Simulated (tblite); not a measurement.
Compound: C8H10Ge.
SMILES with atom numbers: `[CH:1]#[C:2][Ge@@H:3]1[CH2:4][CH:5]=[CH:6][C@@H:7]1[CH:8]=[CH2:9]` (hydrogens: H10 on C1; H11 on Ge3; H12, H13 on C4; H14 on C5; H15 on C6; H16 on C7; H17 on C8; H18, H19 on C9)

Computed with GFN2-xTB (tblite), gas phase: L-BFGS steps from a force-field or distance-geometry start until the largest atomic force falls under 0.01 eV/Å.

Step 67: E = -652.9393 eV
```
atom  x, y, z in Å  |  force x, y, z in eV/Å
C1     -1.0906    3.0019    1.2706    0.002  -0.018   0.017
C2     -1.1646    1.8909    0.8147   -0.027   0.019  -0.008
Ge3    -1.3112    0.1956   -0.0426    0.002   0.038  -0.007
C4     -1.4784   -1.4016    1.1334    0.031  -0.023  -0.031
C5     -0.2350   -2.1801    0.8218    0.054   0.012   0.048
C6      0.6482   -1.7490   -0.0643   -0.034   0.023  -0.008
C7      0.4234   -0.4714   -0.8233    0.005   0.008  -0.010
C8      1.5333    0.5067   -0.6633    0.031  -0.003  -0.020
C9      1.9752    1.2930   -1.6305   -0.001  -0.021   0.022
H10    -1.0282    3.9696    1.6831    0.019  -0.030   0.015
H11    -2.4321    0.3806   -1.0466   -0.017  -0.034  -0.005
H12    -1.5189   -1.1716    2.1995   -0.024   0.029  -0.020
H13    -2.3633   -1.9932    0.8952   -0.021  -0.004   0.027
H14    -0.0821   -3.1010    1.3672    0.014  -0.033   0.020
H15     1.5577   -2.2994   -0.2717   -0.053   0.038  -0.018
H16     0.2828   -0.6915   -1.8857    0.038  -0.006  -0.015
H17     1.9583    0.5640    0.3323   -0.027   0.033  -0.032
H18     1.5641    1.2436   -2.6269    0.005   0.012   0.016
H19     2.7516    2.0221   -1.4705    0.006  -0.041   0.008
```

Step 68: E = -652.9401 eV
```
atom  x, y, z in Å  |  force x, y, z in eV/Å
C1     -1.0887    3.0009    1.2720    0.002  -0.046   0.009
C2     -1.1671    1.8932    0.8079   -0.022   0.041   0.007
Ge3    -1.3116    0.1957   -0.0468   -0.014   0.035  -0.011
C4     -1.4767   -1.3996    1.1335    0.006   0.002  -0.034
C5     -0.2342   -2.1778    0.8254    0.044  -0.009   0.012
C6      0.6472   -1.7488   -0.0630   -0.014   0.024  -0.019
C7      0.4229   -0.4733   -0.8254    0.014   0.023  -0.009
C8      1.5326    0.5056   -0.6658   -0.010  -0.048   0.034
C9      1.9733    1.2950   -1.6287    0.046   0.023  -0.010
H10    -1.0220    3.9654    1.6919    0.014  -0.038   0.005
H11    -2.4317    0.3740   -1.0549   -0.007  -0.032   0.012
H12    -1.5167   -1.1697    2.1983   -0.027   0.056   0.021
H13    -2.3619   -1.9914    0.8994   -0.036  -0.018   0.009
H14    -0.0852   -3.1004    1.3682    0.029  -0.031   0.033
H15     1.5565   -2.2990   -0.2689   -0.035   0.026  -0.026
H16     0.2830   -0.6952   -1.8877    0.040  -0.007  -0.006
H17     1.9577    0.5641    0.3280   -0.014   0.021   0.027
H18     1.5642    1.2457   -2.6233   -0.026   0.018  -0.069
H19     2.7485    2.0249   -1.4676    0.009  -0.041   0.014
```

**Question.** Estimate the geometry and energy of step 69. (The exact step hangs on the optimiser's Hessian estimate; all steps are aligned on step 68, rigid shifts and turns removed.)

**Answer.** E = -652.9407 eV, largest force 0.069 eV/Å
```
atom  x, y, z in Å  |  force x, y, z in eV/Å
C1     -1.0899    3.0005    1.2744    0.001  -0.045   0.008
C2     -1.1683    1.8934    0.8090   -0.021   0.038   0.006
Ge3    -1.3116    0.1967   -0.0466   -0.020   0.014  -0.011
C4     -1.4758   -1.3999    1.1332   -0.007   0.009  -0.014
C5     -0.2334   -2.1783    0.8256    0.024  -0.009  -0.004
C6      0.6464   -1.7478   -0.0636   -0.006   0.016  -0.016
C7      0.4225   -0.4724   -0.8260    0.007   0.024  -0.006
C8      1.5319    0.5064   -0.6660   -0.006  -0.022   0.026
C9      1.9757    1.2929   -1.6303    0.032   0.003  -0.012
H10    -1.0234    3.9646    1.6946    0.015  -0.030   0.009
H11    -2.4320    0.3735   -1.0548   -0.006  -0.030   0.013
H12    -1.5145   -1.1693    2.1981   -0.024   0.061   0.022
H13    -2.3628   -1.9907    0.9029   -0.025  -0.018  -0.001
H14    -0.0857   -3.1029    1.3663    0.033  -0.014   0.028
H15     1.5557   -2.2967   -0.2701   -0.018   0.013  -0.030
H16     0.2828   -0.6943   -1.8885    0.041  -0.008  -0.001
H17     1.9514    0.5709    0.3302   -0.015   0.016   0.014
H18     1.5713    1.2394   -2.6273   -0.018   0.016  -0.047
H19     2.7499    2.0233   -1.4685    0.014  -0.034   0.014
```

The energy changes by -0.0006 eV. The first-order estimate −F·Δx gives -0.0008 eV and the mean of the old and new forces, exact on a quadratic surface, -0.0007 eV. The step makes an angle of 77° with the force vector and moves no atom by more than 0.010 Å.

The cost below is that of the whole relaxation. Hardware: one thread of an Arm Neoverse V1 (shared host). Cost: 0.88 s of wall time.
